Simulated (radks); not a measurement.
The numbers below are computed, except where a source is named.
Spherical jellium clusters: N electrons in a uniform positive sphere of charge N and radius rs N^(1/3), rs = 3.99 bohr. Level of theory: non-relativistic Kohn-Sham, PBE, spin-polarised, spherical densities (a radial shooting solver with Libxc functionals). Levels are named by radial order and angular momentum (1s, 1p, 1d, 2s, ...), and open shells are averaged over m.

N = 11, configuration 1s2 1p6 1d(up 3, down 0). This is the lowest configuration that the search found. Occupied levels:

level,occupation,eigenvalue (eV),<r> (bohr)
1s up,1,-4.8552,5.981
1s down,1,-4.7136,5.385
1p up,3,-3.8714,6.989
1p down,3,-3.5010,6.680
1d up,3,-2.5969,7.862

Energy (eV): total -19.4926, kinetic 19.779, external -436.43, Hartree 214.47, exchange-correlation -39.951, background 222.63.
